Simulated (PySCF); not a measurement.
Bonds (- single, = double, # triple, : aromatic): C1=C2, C2-N3, N3-C4, N3-C5, C5-Si6. C1 carries H7, H8; C2 carries H9; C4 carries H10, H11, H12; C5 carries H13, H14; Si6 carries H15, H16, H17. H7 is cis to N3; H8 is trans to N3.

- GFN2-xTB structure
- NMR shieldings at PBE0/pcSseg-1/GIAO
- code: PySCF 2.14
- averaged over atoms made equivalent by symmetry, fast rotation or ring inversion, a single conformation, relativity neglected, in vacuum

Question: List the cross peaks expected in HSQC, COSY and HMBC spectra.

Answer: 

HSQC (one-bond C–H):
```
                δH          δC
         6.12 (H9)  147.6 (C2)
         3.89 (H8)   84.7 (C1)
         3.67 (H7)   84.7 (C1)
    3.02 (H13/H14)   43.5 (C5)
2.60 (H10/H11/H12)   37.0 (C4)
```

COSY cross peaks (H two or three bonds apart, from the bond graph; peaks can be absent where the dihedral angle is near 90°):
```
                δH              δH
         6.12 (H9)       3.89 (H8)
         6.12 (H9)       3.67 (H7)
         3.89 (H8)       3.67 (H7)
3.74 (H15/H16/H17)  3.02 (H13/H14)
```

HMBC (two and three bonds, from the bond graph):
```
                δH                               δC
         6.12 (H9)  84.7 (C1), 43.5 (C5), 37.0 (C4)
         3.89 (H8)                       147.6 (C2)
3.74 (H15/H16/H17)                        43.5 (C5)
         3.67 (H7)                       147.6 (C2)
    3.02 (H13/H14)            147.6 (C2), 37.0 (C4)
2.60 (H10/H11/H12)            147.6 (C2), 43.5 (C5)
```

Referencing at the same level of theory: 1H (σ = 31.72 ppm), 13C (σ = 186.93 ppm) vs TMS.

Short H···H contacts in this conformer between protons four or more bonds apart (candidates for NOE cross peaks, intensity ∝ r⁻⁶): H9···H13 2.23 Å, H7···H12 2.26 Å, H11···H14 2.29 Å, H10···H15 2.78 Å.

Shifts are as computed. Against solution values, carbons near 30 ppm lie about +3 ppm off and those near 130 ppm about +5 ppm. Of 1211 compounds with measured shifts, 218 miss one by over three times the rms of a fit or turn the order of signals round; such compounds aren't used in these exercises.
